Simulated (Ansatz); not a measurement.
Problem. Name a neutral molecule of B, C, O, S and H with HOMO–LUMO gap (B3LYP/def2-TZVPP) between 6.30 and 6.60 eV and HOMO energy (B3LYP/def2-TZVPP) between -7.60 and -7.30 eV (Ansatz, PBE0-D4/def2-TZVP geometry).

Solution. `OC1CBS1` (6.39 eV, -7.43 eV). Other molecules can fit too; these were computed, each in one conformer that needn't be the lowest.

B3LYP here is the variant with VWN-RPA as its local correlation; programs differ in this.
